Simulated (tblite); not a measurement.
C5H13BO2Si2.
Atom-mapped SMILES: `[CH2:1]=[CH:2][Si@@:3]([OH:4])([CH:5]=[O:6])[SiH2:7][B:8]([CH3:9])[CH3:10]` (hydrogens: H11, H12 on C1; H13 on C2; H14 on O4; H15 on C5; H16, H17 on Si7; H18, H19, H20 on C9; H21, H22, H23 on C10)

Computed with GFN2-xTB (tblite), gas phase: L-BFGS steps from a force-field or distance-geometry start until the largest atomic force falls under 0.01 eV/Å.

Step 130: E = -818.5421 eV
```
atom  x, y, z in Å  |  force x, y, z in eV/Å
C1     -2.9525    1.5944    0.5618   -0.013  -0.009  -0.005
C2     -2.2540    0.7784   -0.2118   -0.004   0.011  -0.007
Si3    -1.3885   -0.7754    0.4157    0.001   0.000  -0.011
O4     -2.5254   -1.5400    1.3146    0.021   0.017  -0.008
C5     -1.0496   -1.8294   -1.1521    0.015   0.004   0.002
O6     -0.0989   -1.6266   -1.8743   -0.013   0.002  -0.016
Si7     0.7038   -0.3739    1.3604    0.000  -0.026   0.000
B8      1.8881    0.2882   -0.0529    0.001  -0.011  -0.002
C9      1.5794    1.6934   -0.6985    0.012   0.010  -0.010
C10     3.0015   -0.6020   -0.7140    0.007  -0.012   0.015
H11    -3.4113    2.4971    0.1875   -0.015  -0.001   0.024
H12    -3.1056    1.3762    1.6060   -0.017   0.023  -0.024
H13    -2.1205    1.0412   -1.2549    0.006  -0.001   0.016
H14    -2.3258   -2.2857    1.8730    0.001  -0.001   0.025
H15    -1.7218   -2.6854   -1.3877    0.000  -0.004  -0.006
H16     0.5038    0.5545    2.4959   -0.017  -0.013  -0.009
H17     1.0876   -1.6249    2.0617    0.041   0.006   0.002
H18     2.4528    2.1939   -1.1120    0.023   0.015  -0.003
H19     0.9128    1.5113   -1.5446   -0.011   0.010   0.017
H20     1.0673    2.3970   -0.0445   -0.025  -0.002   0.002
H21     3.7746   -0.0430   -1.2383   -0.010  -0.017  -0.029
H22     2.4847   -1.2050   -1.4658    0.026   0.001   0.004
H23     3.4929   -1.3073   -0.0460   -0.033  -0.002   0.024
```

Step 131: E = -818.5425 eV
```
atom  x, y, z in Å  |  force x, y, z in eV/Å
C1     -2.9535    1.5952    0.5602   -0.026   0.027  -0.002
C2     -2.2562    0.7790   -0.2129    0.019  -0.028  -0.017
Si3    -1.3893   -0.7756    0.4129   -0.003   0.008  -0.012
O4     -2.5232   -1.5423    1.3131    0.019   0.012  -0.002
C5     -1.0518   -1.8300   -1.1556    0.004   0.013   0.002
O6     -0.1022   -1.6270   -1.8791   -0.005   0.002  -0.017
Si7     0.7017   -0.3750    1.3582    0.009  -0.036   0.017
B8      1.8887    0.2879   -0.0511    0.003  -0.001  -0.011
C9      1.5805    1.6919   -0.6992    0.005   0.003   0.001
C10     3.0035   -0.6001   -0.7098    0.019  -0.019  -0.008
H11    -3.4161    2.4978    0.1890   -0.002  -0.010   0.010
H12    -3.1006    1.3795    1.6045   -0.030   0.009   0.026
H13    -2.1245    1.0388   -1.2560    0.004   0.010  -0.017
H14    -2.3174   -2.2746    1.8871   -0.002   0.003   0.020
H15    -1.7256   -2.6843   -1.3917    0.000  -0.007  -0.003
H16     0.5011    0.5481    2.4982   -0.016  -0.013  -0.013
H17     1.0882   -1.6285    2.0544    0.036   0.008   0.004
H18     2.4545    2.1948   -1.1082    0.020   0.015  -0.006
H19     0.9157    1.5107   -1.5466   -0.006   0.003   0.005
H20     1.0641    2.3910   -0.0452   -0.030   0.031   0.013
H21     3.7728   -0.0415   -1.2394    0.003  -0.006  -0.025
H22     2.4861   -1.2048   -1.4595    0.011  -0.016  -0.007
H23     3.4988   -1.3040   -0.0441   -0.029  -0.008   0.041
```

Step 132: E = -818.5428 eV
```
atom  x, y, z in Å  |  force x, y, z in eV/Å
C1     -2.9671    1.5918    0.5592    0.011  -0.027   0.010
C2     -2.2527    0.7845   -0.2101   -0.013   0.022  -0.011
Si3    -1.3875   -0.7725    0.4132   -0.007   0.013  -0.013
O4     -2.5203   -1.5477    1.3076    0.012   0.039  -0.013
C5     -1.0452   -1.8274   -1.1536    0.004   0.009  -0.020
O6     -0.0987   -1.6214   -1.8807   -0.021  -0.001  -0.001
Si7     0.7024   -0.3699    1.3601    0.014  -0.040   0.032
B8      1.8922    0.2874   -0.0494    0.001   0.005  -0.024
C9      1.5861    1.6913   -0.6991   -0.013   0.022  -0.002
C10     3.0002   -0.6049   -0.7126    0.013  -0.023  -0.022
H11    -3.4270    2.4968    0.1906    0.004  -0.018  -0.002
H12    -3.1313    1.3673    1.6012   -0.014   0.008  -0.047
H13    -2.1019    1.0531   -1.2505   -0.019   0.006   0.048
H14    -2.3115   -2.2741    1.8869    0.003  -0.016   0.035
H15    -1.7148   -2.6874   -1.3846    0.012   0.005   0.000
H16     0.5008    0.5566    2.4976   -0.015  -0.017  -0.018
H17     1.0864   -1.6222    2.0606    0.035   0.013   0.001
H18     2.4595    2.1885   -1.1199   -0.029  -0.002   0.008
H19     0.9072    1.5106   -1.5370    0.031   0.015   0.028
H20     1.0796    2.3942   -0.0394   -0.003   0.019  -0.014
H21     3.7703   -0.0500   -1.2450    0.011  -0.003  -0.013
H22     2.4759   -1.2020   -1.4635    0.005  -0.023  -0.006
H23     3.4926   -1.3156   -0.0523   -0.023  -0.007   0.044
```

Question: Estimate the geometry and energy of step 133. (The exact step hangs on the optimiser's Hessian estimate; all steps are aligned on step 132, rigid shifts and turns removed.)

Answer: E = -818.5431 eV, largest force 0.040 eV/Å
```
atom  x, y, z in Å  |  force x, y, z in eV/Å
C1     -2.9614    1.5945    0.5592   -0.006  -0.009   0.020
C2     -2.2549    0.7824   -0.2113   -0.002  -0.003   0.007
Si3    -1.3884   -0.7738    0.4127    0.000   0.013  -0.013
O4     -2.5204   -1.5469    1.3094    0.009   0.027  -0.005
C5     -1.0480   -1.8288   -1.1546   -0.007   0.005  -0.013
O6     -0.1005   -1.6252   -1.8806   -0.006   0.004  -0.010
Si7     0.7025   -0.3725    1.3586    0.013  -0.028   0.017
B8      1.8916    0.2884   -0.0505   -0.003   0.004  -0.016
C9      1.5836    1.6924   -0.6994   -0.007   0.016   0.011
C10     3.0026   -0.6032   -0.7109    0.009  -0.014  -0.016
H11    -3.4218    2.4991    0.1907    0.002  -0.014  -0.008
H12    -3.1193    1.3747    1.6025   -0.016   0.004  -0.022
H13    -2.1120    1.0462   -1.2525   -0.007   0.015   0.001
H14    -2.3122   -2.2746    1.8877    0.002  -0.009   0.028
H15    -1.7202   -2.6862   -1.3876    0.008   0.003   0.002
H16     0.4991    0.5518    2.4975   -0.013  -0.017  -0.017
H17     1.0896   -1.6249    2.0560    0.034   0.006   0.006
H18     2.4571    2.1934   -1.1146   -0.020   0.003   0.005
H19     0.9103    1.5110   -1.5406    0.018   0.008   0.010
H20     1.0706    2.3924   -0.0417    0.000   0.019  -0.008
H21     3.7728   -0.0486   -1.2438    0.007  -0.007  -0.006
H22     2.4807   -1.2035   -1.4606    0.003  -0.025  -0.009
H23     3.4938   -1.3111   -0.0465   -0.018  -0.002   0.036
```

The energy changes by -0.0004 eV. The first-order estimate −F·Δx gives -0.0005 eV and the mean of the old and new forces, exact on a quadratic surface, -0.0004 eV. The step makes an angle of 84° with the force vector and moves no atom by more than 0.014 Å.

What follows is the cost of the whole relaxation. The run took 4.5 s on one thread of an Arm Neoverse N1, on a shared host.
